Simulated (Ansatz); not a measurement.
`COB[SiH3]` + `CBCl` → `CB(Cl)B[SiH3]` + CH₃OH  (formal exchange of groups at a B–O bond)

Calculated with Ansatz (gas phase, PBE0-D4/def2-TZVP geometries, no zero-point term in ΔE). CCSD(T)/CBS is the MP2 limit (def2-TZVPP, def2-QZVPP) plus CCSD(T) − MP2 in def2-TZVPP, frozen cores. This one scheme is used for every species. DFT in def2-TZVPP. B3LYP here is the variant with VWN-RPA as its local correlation; programs differ in this. Each species was taken in one conformer, which may not be the lowest.

(1) Is it downhill or uphill in electronic energy at CCSD(T)/CBS, and by how much? (An estimate is asked.)

(2) What do these levels give: PBE0-D4, B3LYP-D4, ωB97X-V, PBE0, SCS-MP2/def2-TZVPP, MP2/CBS(def2)? (An estimate is asked.)

Largest T1 diagnostic among the species: 0.014.

Answers

(1) Computed: Uphill: ΔE = +148.3 kJ/mol.

(2) The calculation gave: PBE0-D4 140.5, B3LYP-D4 149.9, ωB97X-V 149.4, PBE0 143.7, SCS-MP2/def2-TZVPP 157.4, MP2/CBS(def2) 151.1 kJ/mol.

The D4 term adds −5.4 kJ/mol with B3LYP and −3.2 kJ/mol with PBE0; it sums over pairs of atoms, weighted by their polarisabilities, and B3LYP, whose exchange is more repulsive, gets the larger term. In def2-TZVPP, CCSD(T) changes the Hartree–Fock value by −6.8 kJ/mol (the triples alone add +0.4 kJ/mol) and MP2 by −4.0 kJ/mol.
